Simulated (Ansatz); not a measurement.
`F[SiH2]C(F)Cl`, one more setting.

```yaml
crystal:
  periodic: [false, false, false]
  atoms:
    - {symbol: F, position_ang: [-1.413013, 1.498220, -0.133683]}
    - {symbol: Si, position_ang: [-0.077483, 0.838519, 0.434921]}
    - {symbol: C, position_ang: [0.067019, -0.905334, -0.306749]}
    - {symbol: F, position_ang: [1.171850, -1.520584, 0.225915]}
    - {symbol: Cl, position_ang: [0.244288, -0.783820, -2.069109]}
    - {symbol: H, position_ang: [-0.198028, 0.731280, 1.907079]}
    - {symbol: H, position_ang: [1.094545, 1.634286, 0.016685]}
    - {symbol: H, position_ang: [-0.796979, -1.549666, -0.130758]}
basis:
  gaussian: {orbitals: "6-31G*"}
hamiltonian: {xc: {name: BHLYP}, dispersion: d3bj}
scf: {lower_state_search: full}
output: {forces: true}
```

```sh
$ ansatz run in.yaml --threads 4 --pin off --events-out ev --progress --plain --max-ram 10444MiB
```

Output, abridged:

```
Functional definition: BHLYP
826 factors; integrals over basis functions are off by at most 7.3e-4 eV
mean field evaluation 1: about -26915.3334 eV, gradient 3.2e1 eV
mean field evaluation 2: about -26915.6588 eV, gradient 3.3e1 eV
mean field evaluation 4: about -26917.3220 eV, gradient 2.1e0 eV
mean field evaluation 8: about -26917.3365 eV, gradient 2.1e-1 eV
mean field evaluation 16: about -26917.3366 eV, gradient 3.8e-5 eV
mean field -26917.33657019 eV, -989.1938737285 hartree, gradient 8.5e-6 eV, S^2 0.000000; 0 other end points of the search recorded, 0 dependent functions left out
reference -26917.33671909 eV, -989.1938792006 hartree; 29, 29 occupied and 60, 60 virtual orbitals, 826 factors
Total energy: -26917.58904979 eV, -989.2031521826 hartree
Atom 0 at    -1.413013     1.498220    -0.133683 Å, force    -0.021148    -0.031989    -0.032278 eV/Å
Atom 1 at    -0.077483     0.838519     0.434921 Å, force     0.160955     0.097149     0.199800 eV/Å
Atom 2 at     0.067019    -0.905334    -0.306749 Å, force    -0.170612    -0.191160     0.335022 eV/Å
Atom 3 at     1.171850    -1.520584     0.225915 Å, force    -0.209113     0.181427    -0.120344 eV/Å
Atom 4 at     0.244288    -0.783820    -2.069109 Å, force     0.079203    -0.036350    -0.211052 eV/Å
Atom 5 at    -0.198028     0.731280     1.907079 Å, force     0.059309    -0.024746    -0.213873 eV/Å
Atom 6 at     1.094545     1.634286     0.016685 Å, force    -0.149720    -0.161675     0.065301 eV/Å
Atom 7 at    -0.796979    -1.549666    -0.130758 Å, force     0.251126     0.167342    -0.022575 eV/Å
Dipole moment:    -0.075524     0.024130     0.309479 e Å
```

Hardware: 4 threads of a server CPU on a shared host. Wall time 1.3 s, peak host memory 0.41 GiB.
